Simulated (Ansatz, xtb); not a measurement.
**CH6GaInSi: where a starting geometry ends**

The starting geometry of this gas-phase singlet was built from a drawn formula by distance geometry; its bonds are those of `C=[SiH][GaH][InH2]`.

```
atom    x (Å)    y (Å)    z (Å)
   C  -2.4852  -1.0073   2.1438
  Ga  -0.9345   1.7874   0.6364
  In   0.9594   1.3442   2.7926
  Si  -1.9625  -0.4746   0.6011
   H  -2.4134  -0.4023   3.0233
   H  -2.9074  -2.0022   2.2040
   H  -0.9849  -1.4490  -0.0006
   H  -1.4592   3.1203   1.0088
   H   1.4034  -0.2662   3.2404
   H   2.3241   2.2256   2.2750
```

Task: Where would you expect an optimisation with r2SCAN-D4/def2-SVP to take it?

Result: It keeps its bonds, and is `C=[SiH][GaH][InH2]`. Distances that change by over a tenth: Ga2–In3 (2.90 → 2.60 Å).

The energy falls by 2.30 eV over 33 steps:

```csv
step,E − E(last) (eV)
1,2.300
5,0.365
8,0.214
12,0.081
15,0.039
19,0.006
22,0.003
26,0.001
29,0.000
33,0.000
```

Final geometry (Å):

```xyz
10

C    -3.3238   -1.0338    1.3127
Ga   -0.6595    1.2145    2.1287
In    1.8903    1.7064    2.3132
Si   -1.6017   -0.8331    1.3730
H    -3.9992   -0.2258    1.6164
H    -3.8224   -1.9514    0.9782
H    -0.7840   -2.0071    0.9335
H    -1.7672    2.2633    2.5171
H     2.8013    1.3603    3.7544
H     2.8061    2.3825    0.9975
```

From the same start GFN2-xTB ends elsewhere, in pieces: CH4Si + H2In + Ga.

No frequencies were run, so the end isn't proven a minimum. Atoms past krypton carry core potentials, without spin–orbit terms. Run with Ansatz 0.2.0, 88 s on 2 threads of Intel(R) Xeon(R) Platinum 8375C CPU @ 2.90GHz (Ice Lake), with other jobs on the host.
